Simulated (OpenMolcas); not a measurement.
## Pb III: CASPT2 settings compared

```json
{"Program": "OpenMolcas 26.06", "Basis": "ANO-RCC-VDZP [7s6p4d2f1g]", "Scalar Hamiltonian": "DKH2, point nucleus", "Active space": "2 electrons in 8 orbitals (6s 6p 7s 7p)", "State averaging": "2S+1 = 1 even, 6 roots; 2S+1 = 3 even, 3 roots kept (CI in the orbitals of an earlier block); 2S+1 = 1 odd, 3 roots; 2S+1 = 3 odd, 3 roots kept (CI in the orbitals of an earlier block)", "Spin-orbit coupling": "state interaction with AMFI integrals over the reference wave functions, term energies averaged over their components"}
```

Methods on the same reference wave functions:
A. CASSCF
B. XMS-CASPT2, IPEA 0.2 Eh, sigma2 regulariser 0.3 Eh (closed shells correlated: 5d)
C. XMS-CASPT2, IPEA 0 Eh, imaginary shift 0.3 Eh (closed shells correlated: none)
D. XMS-CASPT2, IPEA 0.15 Eh, imaginary shift 0.15 Eh (closed shells correlated: 4f 5s 5p 5d)

Energies in cm-1 above 6s2 1S0, the measured ground level; measured values from Moore, Atomic Energy Levels, vol. III, NSRDS-NBS 35 (1971 reprint of NBS Circular 467, 1958).

```tsv
Level	A	B	C	D	Measured
6s2 1S0	0.0	0.0	0.0	0.0	0.0
6s 6p 3P* 0	55903	61480	55510	61550	60397
6s 6p 3P* 1	60637	65720	60140	65760	64391
6s 6p 3P* 2	74284	79860	73890	79940	
6s 6p 1P* 1	99131	94970	96090	94590	95340
```

Deviations, from unrounded energies. A percentage is the sum of absolute deviations over the sum of measured energies, with the sign that they share, or ± where signs differ.

```csv
Against measurement,Levels,A,B,C,D
mean absolute deviation (cm-1),3,4000,930,3300,1100
other configurations (%),3,±5.5,±1.3,±4.5,±1.5
```

B lies closest to measurement on these levels and A furthest from it. The largest miss of B in the table is 6s 6p 3P* 1, by +1300 cm-1. The ranking rests on the paired levels alone, and a cruder setting can come out closer through cancelling errors.

Among B to D the level of the table that moves most is 6s 6p 3P* 0, by 6000 cm-1 (lowest in C, highest in D). Moves below CASPT2's spread within the term are not significant.

The lowest spin-free term lies below A's lowest term by 0.334 hartree in B, 0.001 hartree in C, 0.494 hartree in D.

CASPT2 breaks the degeneracy within a term, and the mean is taken; among the terms shown or strongly mixed into the levels shown the widest spread is 61 cm-1 (6s 6p 1P*, B). Terms from blocks run as CI alone lack orbitals of their own. Active for correlation alone: 7p 7s; no level in the range computed is led by a configuration that fills them, so any true level of that kind is missing. Spin-orbit splittings of 6p shells tend to come out small when the coupling is added on scalar orbitals. Computed and measured levels are paired by configuration, term and J; levels that our copy of the source lacks, or whose pairing is in doubt (as where it misses far off the trend of its configuration), stay unpaired and out of the deviations. Levels of configurations outside the active space are missing. The table leaves out levels that lie high or whose names do not pair safely across all columns.

* marks odd parity.
